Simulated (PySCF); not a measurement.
SMILES [NH2][In]([Cl])[Br], singlet, CAM-B3LYP/def2-SVP optimised geometry.

```
6

In    -0.59     0.03     0.00
Cl    -1.76     2.05     0.00
Br    -1.90    -2.05    -0.19
N      1.41     0.03     0.00
H      1.90    -0.82     0.26
H      1.90     0.85     0.34
```

Density from CAM-B3LYP/def2-TZVP, def2 effective core potentials past Kr in PySCF 2.14.0 at that geometry. The core electrons that the potentials of In replace are not part of the density.

Minimum of the electron density along straight lines between bonded atoms, close to the bond critical point (lines longer than 1.1 times the sum of covalent radii, or with two minima, are not listed):

```tsv
bond	length / Å	ρ at the minimum / e bohr⁻³	∇²ρ there / e bohr⁻⁵	position (fraction from the first atom)
In1–Cl2	2.333	0.085	0.21	0.48
In1–Br3	2.464	…	…	0.47
In1–N4	2.000	…	0.41	0.52
N4–H5	1.015	0.330	-1.60	0.74
N4–H6	1.016	0.330	-1.60	0.74
```

Question: Fill in the missing entries.

Answer: 
- In1–Br3, ρ at the minimum / e bohr⁻³: 0.077
- In1–Br3, ∇²ρ there / e bohr⁻⁵: 0.14
- In1–N4, ρ at the minimum / e bohr⁻³: 0.120
